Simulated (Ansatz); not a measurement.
```xyz
4

C     0.0009    0.0003    0.0004
H     1.0899    0.0004   -0.0008
H    -0.5452    0.9434    0.0005
H    -0.5442   -0.9442    0.0003
```

Basis set: 6-31G* (spherical functions). Left uncorrelated: 1 orbital. Charge 0, multiplicity 2.

Computed with Ansatz (development build ahead of 0.2.0); each method stands on the lowest determinant of its kind that the runs found.

(1) Give the atomization energy at this shape (free ground-state atoms in the same class of orbitals less the molecule, no zero-point energy) of doublet CH₃ by UHF-MP2, UHF.

Results:

(1)

```json
{"method": "UHF-MP2", "atomization energy": "1158.2 kJ/mol"}
{"method": "UHF", "atomization energy": "1005.1 kJ/mol"}
```
